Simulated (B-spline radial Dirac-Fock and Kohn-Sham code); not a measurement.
# K-line shifts caused by a second vacancy in Ge⁺

System: Ge⁺, configuration [Ar] 3d10 4s2 4p1, inside a Watson sphere of charge -1 and radius 2 Å (a model of the Madelung potential; inside it an electron's potential energy is raised by 7.2 eV).

Model: relaxed Dirac-Fock hole states (ΔSCF) with Breit and QED corrections and a finite nucleus. Program: a radial atomic solver. Each two-hole energy is an average over J within one jj subconfiguration, not an observable level; in light atoms, where LS coupling holds, the j-resolved values are not observed lines, and for a K spectator the Kα1 hypersatellite is nearly forbidden. Electron correlation is not included.

Lines without a spectator: Kα2 (K-L2) 9854.5 eV, Kα1 (K-L3) 9885.7 eV, Kβ3 (K-M2) 10975.4 eV, Kβ1 (K-M3) 10979.7 eV. Shifts in eV with one spectator hole (a dash: not computed, or left out as unreliable):

```
spectator hole     Kα2     Kα1     Kβ3     Kβ1
        K (1s)  +342.4  +346.5  +428.4  +429.1
    L2 (2p1/2)   +33.4   +41.0       –   +89.4
    L3 (2p3/2)   +36.9   +35.7   +85.0       –
    M2 (3p1/2)       –   +3.14   +6.42   +8.51
    M3 (3p3/2)   +2.73       –   +7.81   +7.31
    M4 (3d3/2)   -0.21   -1.30       –       –
    M5 (3d5/2)   -1.41   -0.70       –       –
```
